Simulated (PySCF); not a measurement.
PySCF 2.14 output of an unrestricted LDA calculation on a single atom or ion in aug-cc-pVQZ-PP with ECP10MDF (7s6p5d3f2g, 89 functions), with a scalar-relativistic core potential:

```
SCF conv_tol = 1e-09
number electrons alpha = 12  beta = 9
    P. A. M. Dirac.,  Math. Proc. Cambridge Philos. Soc. 26, 376 (1930)
    F. Bloch.,  Z. Phys. 57, 545 (1929)
    S. H. Vosko, L. Wilk, and M. Nusair.,  Can. J. Phys. 58, 1200 (1980)
cycle= 1 E= -293.494781257623  delta_E= -0.00571  |g|= 0.249  |ddm|= 2.61
cycle= 2 E= -293.491817758442  delta_E= 0.00296  |g|= 0.278  |ddm|= 1.84
cycle= 3 E= -293.503852522175  delta_E= -0.012  |g|= 0.00324  |ddm|= 1.09
cycle= 4 E= -293.503855085088  delta_E= -2.56e-06  |g|= 6.42e-05  |ddm|= 0.0288
cycle= 5 E= -293.503855086213  delta_E= -1.12e-09  |g|= 7.39e-06  |ddm|= 0.000573
cycle= 6 E= -293.503855086223  delta_E= -1.02e-11  |g|= 3.72e-07  |ddm|= 3.94e-05
converged SCF energy = -293.503855086223  <S^2> = 3.7510296  2S+1 = 4.0005148
```

The run itself started from symmetry-adapted Hartree-Fock orbitals and held the occupation by maximum overlap, on a logarithmic radial grid, so the iterations belong to that start.

Question: Which element, charge and spin multiplicity is this?

Answer: Ge+ (germanium, charge +1), multiplicity 4; the state was [Ar] 3d10 4s1 4p2, high-spin 4P determinant (an excited configuration).

Energies and moments cover only the electrons outside the core potential.
